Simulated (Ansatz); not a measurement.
`[CH3][Zn][Te][Ti]([Cl])([Cl])[Cl]`. Charge 0, multiplicity 1. Correlated methods freeze the filled d shell of Te. For Zn the d shell is correlated and the shells below it are frozen. Correlated methods include outer-core shells of Ti, which these sets cover unevenly. Scalar relativity is left out up to krypton. Te: def2 effective core potential.

```xyz
10

C    -0.007   -2.516   -0.280
Zn    0.164   -0.601   -0.596
Te    0.652    1.539   -1.901
Ti   -0.029    2.403    0.383
Cl    1.617    3.540    1.229
Cl   -0.488    0.615    1.642
Cl   -1.785    3.664    0.166
H     0.658   -2.816    0.531
H    -1.034   -2.752    0.004
H     0.252   -3.078   -1.179
```

Q: Give the diagnostics of a CCSD(T)/def2-TZVPP run (frozen core, the Gaussian-basis code of Ansatz). (Best estimate.)

A: The calculation gave: T1 = 0.0275, largest single amplitude 0.116, largest double 0.053, (T) share of the correlation energy 5.3 %, 16 CCSD cycles. The RHF solution is unstable towards an unrestricted one. T1 lies over the customary mark of 0.02 for closed shells; compounds of d metals often pass it without a breakdown.
